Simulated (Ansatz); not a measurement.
# Four-centre ligand exchange

Start structure (BH$_{3}$SeSF$_{2}$, singlet), relaxed at PBE0-D4/def2-TZVP:

```json
{"atom": "B1", "x (Å)": "-0.2705", "y (Å)": "0.2868", "z (Å)": "-1.1685"}
{"atom": "S2", "x (Å)": "1.3180", "y (Å)": "1.1370", "z (Å)": "-1.2853"}
{"atom": "F3", "x (Å)": "-0.3243", "y (Å)": "-1.0022", "z (Å)": "-1.4475"}
{"atom": "F4", "x (Å)": "-1.3974", "y (Å)": "0.9220", "z (Å)": "-0.9095"}
{"atom": "H5", "x (Å)": "0.9930", "y (Å)": "-1.4866", "z (Å)": "1.6682"}
{"atom": "Se6", "x (Å)": "-0.0672", "y (Å)": "-0.5656", "z (Å)": "2.0913"}
{"atom": "H7", "x (Å)": "0.8230", "y (Å)": "2.3359", "z (Å)": "-0.9407"}
{"atom": "H8", "x (Å)": "-1.0747", "y (Å)": "-1.6274", "z (Å)": "1.9920"}
```

The step: BHSF₂ ([F][B]([F])[SH]) + H₂Se → BHSeF₂ ([F][B]([F])[SeH]) + H₂S; bonds formed: B1–Se6, S2–H5; bonds broken: B1–S2, H5–Se6. Program: Ansatz 0.2.0. Basis: def2-TZVPP and def2-QZVPP. Cores are frozen in the correlated methods. Filled d shells of the heavier atoms are correlated. The def2 sets are not built for correlating such inner shells, so the correlated values are less sure here. Extrapolation: Hartree–Fock as exp(−7.88 √X), correlation as X^−2.97. Energies below are by CCSD(T) at an estimated basis limit (MP2 extrapolated from triple and quadruple zeta, plus CCSD(T) − MP2 in triple zeta).

(1) What are the electronic barrier and the energy of the step, from the start structure to the end structure? (Judge from chemistry; the value comes from the calculation.)

The T1 diagnostic stays at or below 0.012.

Answers

(1) The calculation gives: Barrier 1.116 eV; step energy 0.067 eV (uphill); reverse barrier, their difference, 1.049 eV. Barrier and step energy count from the start structure, the reverse barrier from the end structure.

The saddle point: One imaginary mode of 861i cm⁻¹.
```csv
pair,start (Å),saddle (Å),end (Å)
B1–Se6,3.38,2.23,1.95
S2–H5,3.96,1.67,1.34
B1–S2,1.81,2.02,3.22
H5–Se6,1.47,1.76,3.92
```

Zero-point energy (harmonic, PBE0-D4): ZPE is 0.930 eV at the start and 0.885 eV at the saddle, so the barrier goes from 1.116 to 1.071 eV.

Labels in which every atom is bracketed show which atoms are joined, not bond orders.

For scale, one of the runs: CCSD(T)/def2-TZVPP, 225 basis functions, launched by `ansatz run in.yaml --threads 8 --pin off --events-out ev --progress --plain --max-ram 19148MiB`. Time: 70 s of wall clock on 8 CPU threads of an Intel Xeon Platinum 8259CL; the host was shared. Peak host memory: 3.9 GiB.
